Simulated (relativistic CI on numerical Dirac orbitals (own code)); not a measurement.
# d4 in a ligand field

Computed with a parametric ligand-field model of a d^n configuration (Racah B and C, spin-orbit zeta, crystal field), exact diagonalisation.

Field parameters in Wybourne normalisation: Oh B⁴₀ = 21Dq, B⁴₄ = √(5/14) B⁴₀. The field is a parameter set, without covalency.

**Question.** A d4 ion in Oh symmetry has the ground term 3T1 and bands at 5E 4572 cm⁻¹ (2187 nm), 1T2 8035 cm⁻¹ (1245 nm), 1E 9092 cm⁻¹ (1100 nm), 3E 19082 cm⁻¹ (524 nm), 3T1 19754 cm⁻¹ (506 nm), 3T2 20516 cm⁻¹ (487 nm), 3A1 21882 cm⁻¹ (457 nm). Which parameters reproduce them?

**Answer.** B = 710, C = 2730, ζ = 0 cm⁻¹, Oh, 10Dq = 21500 cm⁻¹.

**Question.** Ground term and bands for B = 490, C = 2460, ζ = 0 cm⁻¹, Oh, 10Dq = 10850 cm⁻¹?

**Answer.** Ground term 5E with 1.00 electrons in the two orbitals of the cubic e set. Spin-allowed: 5T2 10850 cm⁻¹ (922 nm). Lowest spin-forbidden: 3T1 3359 cm⁻¹ (2977 nm), 1T2 9951 cm⁻¹ (1005 nm), 1E 10567 cm⁻¹ (946 nm).

**Question.** Ground term and bands for B = 1040, C = 4120, ζ = 0 cm⁻¹, Oh, 10Dq = 5450 cm⁻¹?

**Answer.** Ground term 5E with 1.00 electrons in the two orbitals of the cubic e set. Spin-allowed: 5T2 5450 cm⁻¹ (1835 nm). Lowest spin-forbidden: 3T1 17870 cm⁻¹ (560 nm), 3E 21265 cm⁻¹ (470 nm), 3T1 22618 cm⁻¹ (442 nm).

**Question.** Ground term and bands for B = 400, C = 1520, ζ = 0 cm⁻¹, Oh, 10Dq = 26400 cm⁻¹?

**Answer.** Ground term 3T1 with 0.01 electrons in the two orbitals of the cubic e set. Spin-allowed: 3E 24843 cm⁻¹ (403 nm), 3T1 25206 cm⁻¹ (397 nm), 3T2 25672 cm⁻¹ (390 nm), 3A1 26385 cm⁻¹ (379 nm). Lowest spin-forbidden: 1T2 4833 cm⁻¹ (2069 nm), 1E 5295 cm⁻¹ (1889 nm), 1A1 11450 cm⁻¹ (873 nm).

**Question.** Ground term and bands for B = 750, C = 3370, ζ = 0 cm⁻¹, Oh, 10Dq = 27900 cm⁻¹?

**Answer.** Ground term 3T1 with 0.03 electrons in the two orbitals of the cubic e set. Spin-allowed: 3E 24858 cm⁻¹ (402 nm), 3T1 25725 cm⁻¹ (389 nm), 3T2 26589 cm⁻¹ (376 nm), 3A1 27795 cm⁻¹ (360 nm). Lowest spin-forbidden: 5E 7565 cm⁻¹ (1322 nm), 1T2 9664 cm⁻¹ (1035 nm), 1E 10692 cm⁻¹ (935 nm).
